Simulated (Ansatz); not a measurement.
`CB(N)S` from Hartree–Fock to CCSD(T)

Z-matrix (Å, degrees):
```
C
B 1 1.572
H 1 1.094 2 111.1
H 1 1.093 2 112.6 3 -121.0
H 1 1.094 2 111.0 3 118.1
N 2 1.397 1 121.6 3 121.6
S 2 1.828 1 116.8 3 -58.4
H 6 1.005 2 124.6 1 179.9
H 6 1.005 2 121.6 1 -0.1
H 7 1.343 2 98.6 1 -179.9
```

The species carries charge 0 and has multiplicity 1. The geometry is a stationary point of PBE0-D4/def2-TZVP. It is one conformer, not always the lowest. Frozen core, restricted reference, Ansatz. CBS rows extrapolate triple and quadruple zeta; past MP2 they add the triple-zeta difference.

```
     basis     HF (Eh)  MP2 corr.
  def2-SVP  -517.90408   -0.53328
def2-TZVPP  -518.17677   -0.67175
def2-QZVPP  -518.19377   -0.72044
```

Task: Estimate the CCSD correlation energy and the (T) correction in each basis where they were run (hartree).

Result: 
```json
{"basis": "def2-SVP", "CCSD corr.": "-0.58257", "(T)": "-0.01670"}
{"basis": "def2-TZVPP", "CCSD corr.": "-0.71601", "(T)": "-0.02955"}
{"basis": "CBS(def2)", "CCSD corr.": "-0.80078", "(T)": "as TZ"}
```
